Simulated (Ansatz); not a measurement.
```yaml
crystal:
  periodic: [false, false, false]
  atoms:
    - {symbol: O, position_ang: [-0.202463, -0.978985, 1.477662]}
    - {symbol: C, position_ang: [-0.006322, 0.013417, 0.823613]}
    - {symbol: B, position_ang: [0.020507, -0.026357, -0.782401]}
    - {symbol: F, position_ang: [-0.174752, -1.141813, -1.434295]}
    - {symbol: F, position_ang: [0.242339, 1.078745, -1.458659]}
    - {symbol: H, position_ang: [0.162792, 0.990993, 1.327781]}
basis:
  gaussian: {orbitals: def2-SVPD}
hamiltonian: {xc: {name: TPSS}}
accuracy: high
output: {forces: true}
```

```sh
$ ansatz run in.yaml --threads 2 --pin off --events-out ev --progress --plain --max-ram 4352MiB
```

(1) How does Ansatz answer? (Estimate.)

Results:

(1) Ansatz gave: The input was rejected before any iteration.
```
Error: YAML parse error: error: line 12 column 19: hamiltonian.xc: no functional is named "TPSS"; the names, which are not case-sensitive, are SVWN5, SPW92, PBE, PBE0, PBEsol, revPBE, revPBE0, RPBE, rPW86-PBE, HSE06, wPBEh, LC-wPBE, HISS, HF, BLYP, B3LYP, B3LYP5, BHLYP, CAM-B3LYP, r2SCAN, r2SCANh, r2SCAN0, r2SCAN50, m-r2SCAN, B97, wB97, wB97X, wB97X-V, B97M-V, wB97M-V, B2PLYP, B2GP-PLYP, PBE0-DH, PBE-QIDH
10 | basis:
11 |   gaussian: {orbitals: def2-SVPD}
12 | hamiltonian: {xc: {name: TPSS}}
13 | accuracy: high
14 | output: {forces: true}
```

HSE06 is defined as in plane-wave codes.
